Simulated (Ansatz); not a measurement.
A nudged elastic band was laid between two geometries of C2H7AlBF (12 atoms, charge 0, multiplicity 1).

Computed with RKS LDA/cc-pVDZ (Ansatz 0.2.0).

```json
{
  "movable images": "9",
  "climbing image": "yes",
  "spring": "5.0 eV/Å²",
  "optimiser": "quadratic models (default)",
  "start path": "through a guess of the saddle point",
  "force threshold": "0.05 eV/Å",
  "iteration limit": "60",
  "end points": "relaxed"
}
```

Initial state:

```xyz
12
Properties=species:S:1:pos:R:3
C -1.194 0.488 0.324
B 0.328 0.462 0.843
C 1.380 0.610 -0.175
F 2.699 0.468 0.092
Al 0.167 -1.168 -0.634
H -1.375 1.065 -0.608
H -1.790 0.947 1.144
H -1.748 -0.496 0.213
H 0.579 0.079 1.970
H 1.229 1.058 -1.186
H -0.312 -1.037 -2.155
H 0.114 -2.530 0.205
```

Final state:

```xyz
12
Properties=species:S:1:pos:R:3
C -1.514 1.019 0.507
B -0.112 0.364 0.743
C 0.919 0.418 -0.310
F 2.226 -0.276 -0.016
Al 0.966 -1.549 -0.831
H -1.657 1.497 -0.486
H -1.658 1.806 1.284
H -2.339 0.292 0.675
H 0.129 -0.269 1.761
H 1.116 1.085 -1.167
H 0.566 -2.681 0.217
H 1.433 -1.761 -2.344
```

(1) What changes between the two ends?

(2) What energy profile does the band end with?

(3) What is the geometry of the highest image?

(4) What are the harmonic wavenumbers there?

Results:

(1) Bonds formed: F4–Al5. The dihedral H10–C3–Al5–H11 goes from 2 to -174°.

(2) It converged. The highest image is number 5 of 0 to 10, 5.4 kcal/mol above the first end and 7.2 kcal/mol above the last; the last end lies 1.7 kcal/mol below the first. A vibrational analysis at the climbing image gives one clearly imaginary mode, 126i cm⁻¹: a first-order saddle point.

```json
{"image": "0", "path coordinate (Å)": "0.00", "energy (kcal/mol)": "0.0", "F4–Al5 (Å)": "3.10", "dihedral H10–C3–Al5–H11 (°)": "2"}
{"image": "1", "path coordinate (Å)": "0.76", "energy (kcal/mol)": "1.6", "F4–Al5 (Å)": "2.96", "dihedral H10–C3–Al5–H11 (°)": "-11"}
{"image": "2", "path coordinate (Å)": "1.52", "energy (kcal/mol)": "3.3", "F4–Al5 (Å)": "2.83", "dihedral H10–C3–Al5–H11 (°)": "-27"}
{"image": "3", "path coordinate (Å)": "2.28", "energy (kcal/mol)": "4.2", "F4–Al5 (Å)": "2.78", "dihedral H10–C3–Al5–H11 (°)": "-48"}
{"image": "4", "path coordinate (Å)": "3.04", "energy (kcal/mol)": "5.0", "F4–Al5 (Å)": "2.75", "dihedral H10–C3–Al5–H11 (°)": "-71"}
{"image": "5", "path coordinate (Å)": "3.79", "energy (kcal/mol)": "5.4", "F4–Al5 (Å)": "2.70", "dihedral H10–C3–Al5–H11 (°)": "-97"}
{"image": "6", "path coordinate (Å)": "4.28", "energy (kcal/mol)": "5.2", "F4–Al5 (Å)": "2.59", "dihedral H10–C3–Al5–H11 (°)": "-113"}
{"image": "7", "path coordinate (Å)": "4.77", "energy (kcal/mol)": "4.1", "F4–Al5 (Å)": "2.33", "dihedral H10–C3–Al5–H11 (°)": "-130"}
{"image": "8", "path coordinate (Å)": "5.25", "energy (kcal/mol)": "1.2", "F4–Al5 (Å)": "2.07", "dihedral H10–C3–Al5–H11 (°)": "-147"}
{"image": "9", "path coordinate (Å)": "5.74", "energy (kcal/mol)": "-1.0", "F4–Al5 (Å)": "1.98", "dihedral H10–C3–Al5–H11 (°)": "-163"}
{"image": "10", "path coordinate (Å)": "6.23", "energy (kcal/mol)": "-1.7", "F4–Al5 (Å)": "1.97", "dihedral H10–C3–Al5–H11 (°)": "-174"}
```

(3) 
```xyz
12
Properties=species:S:1:pos:R:3
C -1.374 0.847 0.417
B 0.059 0.368 0.822
C 1.188 0.419 -0.153
F 2.492 0.153 0.218
Al 0.597 -1.437 -0.852
H -1.471 1.224 -0.626
H -1.654 1.686 1.097
H -2.150 0.065 0.583
H 0.256 -0.172 1.907
H 1.162 1.066 -1.065
H -0.875 -2.081 -0.797
H 1.846 -2.193 -1.516
```

(4) 126i, 24, 119, 187, 213, 231, 409, 424, 494, 546, 679, 723, 729, 806, 868, 965, 1005, 1046, 1169, 1237, 1329, 1349, 1385, 1827, 1860, 2488, 2944, 2957, 3021, 3042 cm⁻¹.

The run took 2.1 min on 2 threads of Intel(R) Xeon(R) Platinum 8488C (Sapphire Rapids), with other jobs on the host, peak memory 0.16 GiB.
